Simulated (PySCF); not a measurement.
**Working out the ionisation energy of In**

In [Kr] 4d10 5s2 5p1 (2P) → In⁺ [Kr] 4d10 5s2 (1S). Calculation: PySCF 2.14, in x2c-TZVPPall with one added diffuse shell each of s, p, d, f type (9s7p5d3f, 76 functions); scalar relativity by spin-free X2C-1e. Frozen: [Ar] 3d10. Energies in hartree (1 hartree = 27.21139 eV):

| part | In (lower) | In⁺ (upper) |
| --- | --- | --- |
| UHF | -5878.241114 | -5878.049648 |
| CCSD correlation | -0.358694 | -0.348490 |
| (T) | -0.009285 | -0.008582 |

Task: What does Hartree-Fock give?

Result: (-5878.049648) − (-5878.241114) = 0.191466 hartree = 5.210 eV.

Task: What do CCSD and CCSD(T) give?

Result: The CCSD correlation energies differ by 0.010204 hartree = 0.278 eV and the triples by 0.000703 hartree = 0.019 eV, so CCSD gives 5.488 eV and CCSD(T) 5.507 eV.

Measured between the centres of the two terms (NIST): 5.603 eV, so CCSD(T) (valence and next inner shell) is off by -0.096 eV.

What remains against the reference includes basis incompleteness, the frozen core and higher excitations.
